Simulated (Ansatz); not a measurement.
The first iterations of a band of BCl3 + FH (6 atoms, charge 0, multiplicity 1).

The calculation used Ansatz 0.2.0, RKS CAM-B3LYP-D4/6-31G*.

```yaml
movable_images: 1
climbing_image: no
spring: 5.0 eV/Å²
optimiser: quadratic models (default)
start_path: through a guess of the saddle point
force_threshold: 0.05 eV/Å
iteration_limit: 60
end_points: relaxed
```

Image 0:

```xyz
6
Properties=species:S:1:pos:R:3
B 0.019 0.616 -0.541
Cl 1.707 0.103 -0.507
Cl -1.044 -0.026 -1.765
Cl -0.494 1.931 0.482
H 0.335 -1.492 1.218
F -0.523 -1.131 1.113
```

Image 2:

```xyz
6
Properties=species:S:1:pos:R:3
B -0.906 0.467 -0.181
Cl 2.262 -0.770 0.112
Cl -1.203 0.115 -1.860
Cl -0.660 2.092 0.397
H 1.399 -1.378 0.846
F -0.892 -0.526 0.685
```

| iteration | highest image above the first end (eV) | largest band force component (eV/Å) |
| --- | --- | --- |
| 1 | 0.914 | 2.038 |
| 2 | 0.774 | 1.567 |
| 3 | 0.627 | 2.655 |

Question: Does the band converge within its limit, and where does its top end?

Answer: The forces met the threshold. It ended after 9 iterations with the highest image 0.272 eV above the first end. No image climbed, so the highest image needn't sit at the top of the path. A band with more images between the same ends climbed to 0.56 eV, so this one has probably stepped over the top. So few images can step over the top or miss a turn of the path. The orbitals stay closed-shell, which can raise the energy where a bond breaks towards radicals; this wasn't checked here.

The run took 30 s on 2 threads of Arm Neoverse V2, with other jobs on the host, peak memory 0.22 GiB.
